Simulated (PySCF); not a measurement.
H₅NO₂Si.
Atom-mapped SMILES: `[NH2:1][SiH:2]([OH:3])[OH:4]`

Method: PySCF, delta-SCF UKS SCAN, pcX-2 on the ionised atom, pcseg-1 elsewhere, spin-free X2C. These are vertical core ionisation energies against the vacuum level, from separate self-consistent calculations with and without the core hole.

Some binding energies are withheld.

| atom(s) | bonded to | level | binding energy (eV) |
| --- | --- | --- | --- |
| N1 | 2 H and Si | N 1s | ? |
| O3/O4 | H and Si | O 1s | 538.57 |
| Si2 | 2 O, N and H | Si 1s | ? |
| Si2 | 2 O, N and H | Si 2p3/2 | 107.82 |

Question: What is the N 1s binding energy of N1?

Answer: 404.90 eV (silicon-bound nitrogen).

Question: What is the Si 1s binding energy of Si2?

Answer: 1847.98 eV (oxygen-bound silicon).

Question: Which effective nuclear charge Zeff reproduces each element's mean 1s value in the hydrogen-like formula E = 13.606 eV × Zeff²?

Answer: N (Z = 7): mean 404.9 eV, Zeff = 5.46, Z − Zeff = 1.54; O (Z = 8): mean 538.6 eV, Zeff = 6.29, Z − Zeff = 1.71; Si (Z = 14): mean 1848.0 eV, Zeff = 11.65, Z − Zeff = 2.35. Means run over the listed sites, weighted by atom count.

Topologically equivalent atoms share the value of their first member; where this conformer doesn't relate them by symmetry, their own values could differ. The 2p values aren't plain energy differences: one relaxed spin-free 2p hole is combined with a matrix within the shell (ground-state 2p orbital-energy differences and spin–orbit coupling). 2p3/2, the mean of its two sublevels, lies a third of the splitting below the shell's mean and 2p1/2 two thirds above it; the statistical areas are 2:1. 2p1/2 minus 2p3/2 (ligand field included): Si 0.62 eV. The structure is a single PBE0-D3(BJ)/def2-SVP conformer in the gas phase; no vibrational or solvent corrections.

Time: 14 s of wall time. Hardware: Arm Neoverse V2, one thread, shared host.

Shape of the structure used: `[NH2:1][SiH:2]([OH:3])[OH:4]`: H–N1–Si2–O3 -71°, H–N1–Si2–O3 143°, H–O3–Si2–N1 -46°, H–O4–Si2–N1 -140°.
